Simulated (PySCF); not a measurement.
## Shifts of the heteroatoms

Cartesian coordinates in Å; atom numbers follow the order of the lines, from 1:
```xyz
24

C     0.8942   -0.0419    1.8467
C     1.2206   -0.0791    0.5634
C     2.5106   -0.6606    0.0738
C     0.3449    0.5278   -0.4780
Si    0.5361    2.4090   -0.5920
C     0.0257   -0.2334   -1.7179
C    -1.0602   -0.0363   -0.6918
C    -1.4806   -1.2146    0.1000
C    -2.8554   -1.0940    0.7174
O    -0.7892   -2.1967    0.2414
H     1.5340   -0.4500    2.6098
H    -0.0435    0.3706    2.1811
H     2.9818    0.0102   -0.6436
H     3.1939   -0.8404    0.8995
H     2.3215   -1.6104   -0.4250
H    -0.2918    2.8892   -1.7025
H     0.0951    3.0124    0.6648
H     1.9434    2.7140   -0.8490
H    -0.0677    0.2906   -2.6582
H     0.4036   -1.2418   -1.8062
H    -1.8478    0.6754   -0.9084
H    -3.6035   -1.0471   -0.0719
H    -3.0555   -1.9534    1.3513
H    -2.9224   -0.1799    1.3030
```

- σ from GIAO-PBE0/pcSseg-1
- geometry from GFN2-xTB
- code: PySCF
- no solvent model, a single conformation, equivalent nuclei averaged, non-relativistic Hamiltonian

Problem. Where does 29Si resonate?

Solution. 
```csv
atoms,environment,σ (ppm),δ (ppm)
Si5,"silicon bonded to C, 3 H",401.5,-50.0
```

Shieldings were converted by a linear fit to measured shifts: 29Si (scatter 8.9 ppm rms, 25.8 ppm with the 6 outliers that the fit left out vs TMS, solution or neat liquid). Occasional misses reach two or three times the rms, and more in compound classes unlike the fitted ones.

On a 400 MHz spectrometer 29Si resonates near 79.5 MHz, so 1 ppm is 79.5 Hz.

Problem. Where does 17O resonate?

Solution. 
```tsv
atoms	environment	σ (ppm)	δ (ppm)
O10	ketone oxygen	-321.5	559.6
```

Shieldings were converted by a linear fit to measured shifts: 17O (scatter 10.7 ppm rms, 12.2 ppm with the 3 outliers that the fit left out vs liquid water, solution or neat liquid). Occasional misses reach two or three times the rms, and more in compound classes unlike the fitted ones.

On a 600 MHz spectrometer 17O resonates near 81.3 MHz, so 1 ppm is 81.3 Hz.
